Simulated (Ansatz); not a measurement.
Kohn–Sham single points on `B/C(Br)=C\F`.

```yaml
crystal:
  periodic: [false, false, false]
  atoms:
    - {symbol: B, position_ang: [0.343126, 1.285265, 0.047777]}
    - {symbol: C, position_ang: [0.340769, -0.237446, 0.170346]}
    - {symbol: Br, position_ang: [1.813718, -1.149097, 0.953870]}
    - {symbol: C, position_ang: [-0.654088, -1.031405, -0.244372]}
    - {symbol: F, position_ang: [-1.745530, -0.549780, -0.809198]}
    - {symbol: H, position_ang: [-0.601255, 1.816735, -0.450300]}
    - {symbol: H, position_ang: [1.268657, 1.922981, 0.441773]}
    - {symbol: H, position_ang: [-0.673297, -2.114253, -0.165695]}
basis:
  gaussian: {orbitals: def2-TZVPP}
hamiltonian: {xc: {name: wB97X-V}}
output: {orbitals: {seedname: orbitals}}
```

```sh
$ ansatz run in.yaml --threads 4 --pin off --events-out ev --progress --plain --max-ram 10444MiB
```

Output, abridged:

```
Functional definition: wB97X-V
1275 factors; their error is unknown
265 factors; integrals over basis functions are off by at most 2.7e-5 eV
mean field evaluation 1: about -75553.1317 eV, gradient 2.8e1 eV
mean field evaluation 2: about -75553.9549 eV, gradient 2.1e1 eV
mean field evaluation 4: about -75554.7895 eV, gradient 1.0e0 eV
mean field evaluation 8: about -75554.7968 eV, gradient 3.5e-2 eV
mean field evaluation 16: about -75555.0786 eV, gradient 3.1e-4 eV
mean field -75555.07858508 eV, -2776.5979249299 hartree, gradient 2.5e-5 eV, S^2 0.000000; 0 other end points of the search recorded, 0 dependent functions left out
reference -75555.07858319 eV, -2776.5979248604 hartree; 32, 32 occupied and 182, 182 virtual orbitals, 1275 factors
Total energy: -75555.07858319 eV, -2776.5979248604 hartree
```

It took 6 s on 4 threads of an Arm Neoverse V2 on a shared host, with 0.6 GiB of host memory at the peak.

The same input with `hamiltonian: {xc: {name: wB97M-V}}` and forces (abridged; 8.5 s):

```
Functional definition: wB97M-V
mean field evaluation 16: about -75557.3669 eV, gradient 3.2e-4 eV
mean field -75557.36688837 eV, -2776.6820185250 hartree, gradient 3.7e-5 eV, S^2 0.000000
Total energy: -75557.36693482 eV, -2776.6820202320 hartree
Atom 0 force    -0.056168     0.210935    -0.044204 eV/Å
Atom 1 force    -0.171183    -0.141410    -0.070997 eV/Å
Atom 2 force     0.082095    -0.053290     0.043873 eV/Å
Atom 3 force     0.370713    -0.069614     0.184203 eV/Å
Atom 4 force    -0.244889     0.119937    -0.127710 eV/Å
Atom 5 force     0.130277    -0.067060     0.068222 eV/Å
Atom 6 force    -0.117407    -0.092826    -0.049001 eV/Å
Atom 7 force     0.006562     0.093327    -0.004387 eV/Å
Dipole moment:    -0.149940    -0.181288    -0.057501 e Å
```

Changing it to `hamiltonian: {xc: {name: LC-wPBE}}` (abridged; 1.9 s):

```
Functional definition: LC-wPBE
mean field evaluation 16: about -75549.7719 eV, gradient 1.3e-4 eV
mean field -75549.77188017 eV, -2776.4029071215 hartree, gradient 5.2e-5 eV, S^2 0.000000
Total energy: -75549.77188017 eV, -2776.4029071218 hartree
```

Changing it to `hamiltonian: {xc: {name: B97M-V}}` (abridged; 7.5 s):

```
Functional definition: B97M-V
mean field evaluation 16: about -75549.9980 eV, gradient 4.1e-4 eV
mean field -75549.99799241 eV, -2776.4112165932 hartree, gradient 3.1e-5 eV, S^2 0.000000
Total energy: -75549.99804954 eV, -2776.4112186925 hartree
```

With the line `hamiltonian: {xc: r2scan, dispersion: d4}` and forces (abridged; 3.7 s):

```
Functional definition: r2SCAN
mean field evaluation 16: about -75559.8946 eV, gradient 4.3e-4 eV
mean field -75559.89456090 eV, -2776.7749087772 hartree, gradient 5.2e-5 eV, S^2 0.000000
Total energy: -75559.93553727 eV, -2776.7764146309 hartree
Atom 0 force     0.038130     0.022941     0.016492 eV/Å
Atom 1 force    -0.001691     0.388446    -0.032390 eV/Å
Atom 2 force     0.189503    -0.118856     0.100934 eV/Å
Atom 3 force     0.082622    -0.378032     0.070486 eV/Å
Atom 4 force    -0.272328     0.139869    -0.142544 eV/Å
Atom 5 force     0.022781    -0.026076     0.013112 eV/Å
Atom 6 force    -0.035901    -0.023247    -0.015395 eV/Å
Atom 7 force    -0.023116    -0.005045    -0.010695 eV/Å
Dipole moment:    -0.163979    -0.184766    -0.063980 e Å
```

Changing it to `hamiltonian: {xc: {name: BLYP}, dispersion: d4}` (abridged; 1.7 s):

```
Functional definition: BLYP
mean field evaluation 16: about -75562.5051 eV, gradient 2.2e-4 eV
mean field -75562.50509968 eV, -2776.8708443077 hartree, gradient 6.7e-5 eV, S^2 0.000000
Total energy: -75562.89437271 eV, -2776.8851498276 hartree
```
